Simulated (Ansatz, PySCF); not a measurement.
Ways to break one bond of OB(O)P [phosphanylboronic acid]:

A. OB(O)P [phosphanylboronic acid] -> O[B]O + [PH2] (PH2)
B. OB(O)P [phosphanylboronic acid] -> OB(O)[PH] + H atom

Quantity: bond dissociation energy (enthalpy at 298 K, with B3LYP-D3(BJ) rigid-rotor harmonic-oscillator terms from PySCF), kcal/mol. Each molecule is optimised on its own at B3LYP-D3(BJ)/def2-TZVP (Ansatz, a program for electronic structure), one conformer each, not searched for the lowest. Valence correlation only, unless marked. UHF or UKS for open shells. No spin-orbit coupling. Non-relativistic. CBS(X,Y): correlation extrapolated as X^-3; Hartree-Fock from the larger set. [CCSD(T)-MP2]/basis is that difference in the basis named.

|  | revPBE/def2-TZVPD (Ansatz) | B3LYP/def2-TZVPD (Ansatz) | wB97M-V/def2-TZVPD (Ansatz) | RI-MP2/CBS(aug-cc-pV(T+d)Z,aug-cc-pV(Q+d)Z)+[CCSD(T)-MP2]/aug-cc-pV(T+d)Z (Ansatz) |
|---|---|---|---|---|
| A | 78.5 | 80.6 | 89.5 | 88.3 |
| B | 78.8 | 82.4 | 84.3 | 84.8 |
